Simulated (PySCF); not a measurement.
Compound: C6H7N2P.
Geometry (GFN2-xTB, Å), atoms numbered from 1 in this order:
```xyz
16
C6H7N2P angstrom
C      4.1087   -0.9382   -0.1548
C      3.0349   -0.4288    0.0228
C      1.8061    0.2034    0.2763
N      0.7015   -0.1924   -0.3194
N     -0.3210    0.5396    0.0615
C     -1.6313    0.2078   -0.4401
C     -2.3017   -0.8419    0.4424
C     -0.0580    1.5096    0.9545
P      1.6045    1.5748    1.3952
H      5.0374   -1.3952   -0.3240
H     -1.5016   -0.1838   -1.4515
H     -2.2333    1.1190   -0.4786
H     -2.4304   -0.4663    1.4553
H     -3.2763   -1.0986    0.0373
H     -1.6885   -1.7388    0.4787
H     -0.8587    2.1388    1.3002
```

NICS is the negative of the GIAO shielding at a point without a nucleus: at the ring centre (0) and 1 Å above and below it (1); zz is the component along the ring normal. Level: GIAO PBE0/pcSseg-1 (PySCF, non-relativistic, gas phase) on the GFN2-xTB geometry, one conformer.

Ring bond lengths (Å), with Mayer bond orders in brackets: C3–N4 1.316 (1.49), N4–N5 1.314 (1.19), N5–C8 1.344 (1.22), C8–P9 1.721 (1.41), P9–C3 1.781 (1.15).

Task: What do the NICS probes read (ppm)?

Result: 
```json
{"ring": "C3–N4–N5–C8–P9", "type": "5-membered ring with 2 N and P; formal bonds all aromatic", "NICS(0)": "-13.0", "NICS(1), two faces": "-12.2 / -12.3", "NICS(1)zz, two faces": "-27.8 / -28.9", "rms pucker (Å)": "0.00", "centre to ring atoms, mean (Å)": "1.26"}
```

Task: What do they say, and how far can they be read as aromaticity?

Result: 
- C3–N4–N5–C8–P9: mean NICS(1)zz -28.3 ppm, shielded.

Task: And the bond-length index? HOMA takes Krygowski's 1993 parameters.

Result: 
- C3–N4–N5–C8–P9: HOMA 0.81; the largest term is that of P9–C3, α(R − Ropt)² = 0.83.

Task: At the second NICS(1) probe listed for ring C3–N4–N5–C8–P9, 1 Å off the ring, how large is the induced field along the normal in 9.4 T applied along it?

Result: NICSzz × B0 = -28.9 ppm × 9.4 T = -272 μT, against the applied field.

Task: List the ring angles and the Hirshfeld charges of the ring atoms.

Result: 
- C3–N4–N5–C8–P9: C3 114.9° (-0.025 e), N4 110.8° (-0.115 e), N5 116.2° (+0.060 e), C8 112.7° (-0.075 e), P9 85.4° (+0.032 e); sum 540.0° against 540° for a flat convex ring.

On Arm Neoverse V1, one thread, on a shared host, this took 39 s wall (grids of density and orbitals included) and 0.85 GiB of memory at its peak. This is the whole shielding run at PBE0/pcSseg-1, SCF included.
